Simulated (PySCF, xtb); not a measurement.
C₂H₅NO₂Si, SMILES C1=N[SiH2]OCO1.

GFN2-xTB (xtb) at its own geometry gives an orbital gap of 3.70 eV and a dipole moment of 1.44 D.

Geometry: B3LYP-D3(BJ)/def2-SVP. The structure was generated by enumeration, and PubChem lists no compound with its InChIKey, so it may never have been made. The values are those of a single conformer.

### Question
What does PBE0/def2-TZVP in PySCF give? (An estimate is asked for; the answer gives what the named calculation found.)

### Answer
gap 7.24 eV (levels -7.64 and -0.40 eV), dipole 1.27 D.
